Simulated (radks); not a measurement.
Pt33+, configuration [Kr] 4d9 (the NIST ground configuration). Method: Dirac Kohn-Sham, HCTH/407, spin-unpolarised, spherical densities, point nucleus; open shells fill j = l - 1/2 first; computed with a radial shooting solver on a logarithmic mesh with Libxc functionals.

Radial electron density D(r) = 4 pi r^2 rho(r):

r (bohr),D(r) (e/bohr)
0.0007295,6.253
0.0009424,9.212
0.001227,13.60
0.001585,19.58
0.002048,27.74
0.002645,38.48
0.003444,52.41
0.004449,68.26
0.005747,85.03
0.007423,100.1
0.009666,110.4
0.01249,112.3
0.01613,106.9
0.02083,100.4
0.02713,103.2
0.03505,120.3
0.04527,140.7
0.05848,143.4
0.07614,124.6
0.09836,115.2
0.1271,129.1
0.1641,125.0
0.2137,79.63
0.2761,53.63
0.3566,60.75
0.4606,47.12
0.5998,15.92
0.7748,2.179
1.001,0.1007
1.293,0.001171

D(r) has 4 maxima, at r = 0.0116, 0.0527, 0.142, 0.368 bohr, and minima at 0.0228, 0.0945, 0.281 bohr, inside which lie 2.03, 11.14, 29.14 electrons.
